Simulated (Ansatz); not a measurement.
Program: Ansatz. Geometries: PBE0-D4/def2-TZVP. ΔE: electronic, gas phase. CBS: MP2 limit from def2 TZ/QZ plus the TZ coupled-cluster correction, frozen cores. This one scheme is used for every species. DFT in def2-TZVPP. B3LYP here is the variant with VWN-RPA as its local correlation; programs differ in this. HSE06 is defined as in plane-wave codes. For Se outer-core shells are correlated without core-valence functions, which leaves a few kJ/mol of doubt a bond. Scalar relativity is left out up to krypton. One conformer a species, not always the lowest.

Reaction (ligand exchange at a B–S bond): `CSB(C)O` + H₂Se → `CB(O)[SeH]` + CH₃SH

```tsv
level	ΔE (kJ/mol)	difference from CCSD(T)/CBS
LDA (SPW92)	14.8	6.4
PBE-D4	11.9	3.5
revPBE-D4	13.2	4.8
BLYP-D4	12.3	3.9
r2SCAN-D4	12.5	4.1
B97M-V	15.2	6.8
B3LYP-D4	11.2	2.8
r2SCANh-D4	11.9	3.5
r2SCAN0-D4	11.1	2.7
HSE06-D4	10.5	2.1
BHLYP-D4	9.7	1.3
B2PLYP	8.2	-0.2
PBE-QIDH	8.5	0.1
PBE	9.4	1.0
revPBE	6.8	-1.6
BLYP	7.5	-0.9
r2SCAN	11.6	3.2
PBE0	8.5	0.1
B3LYP	7.6	-0.8
r2SCANh	11.0	2.6
r2SCAN0	10.1	1.7
HSE06	8.5	0.1
BHLYP	7.6	-0.8
CAM-B3LYP	9.4	1.0
LC-ωPBE	9.2	0.8
RPA@PBE/def2-TZVPP	6.5	-1.9
HF/def2-SVP	8.7	0.3
MP2/def2-SVP	13.8	5.4
CCSD/def2-SVP	14.0	5.6
HF/def2-TZVPP	4.4	-4.0
MP2/def2-TZVPP	7.8	-0.6
SCS-MP2/def2-TZVPP	6.9	-1.5
CCSD/def2-TZVPP	6.9	-1.5
CCSD(T)/def2-TZVPP	8.3	-0.1
HF/def2-QZVPP	4.5	-3.9
MP2/def2-QZVPP	7.9	-0.5
SCS-MP2/def2-QZVPP	7.1	-1.3
HF/CBS(def2)	4.5	-3.9
MP2/CBS(def2)	7.8	-0.6
CCSD/CBS(def2)	6.9	-1.5
CCSD(T)/CBS	8.4	0
```

Largest T1 diagnostic among the species: 0.012.

The D4 term adds +3.6 kJ/mol with B3LYP and +2.2 kJ/mol with PBE0; it sums over pairs of atoms, weighted by their polarisabilities, and B3LYP, whose exchange is more repulsive, gets the larger term. Leaving LDA and LC-ωPBE aside and taking each functional with its dispersion term where it has one, the values spread over 7.0 kJ/mol, from B2PLYP to B97M-V. LDA lies +5.3 kJ/mol from PBE without D4. In def2-TZVPP, CCSD(T) changes the Hartree–Fock value by +4.0 kJ/mol (the triples alone add +1.5 kJ/mol) and MP2 by +3.4 kJ/mol.
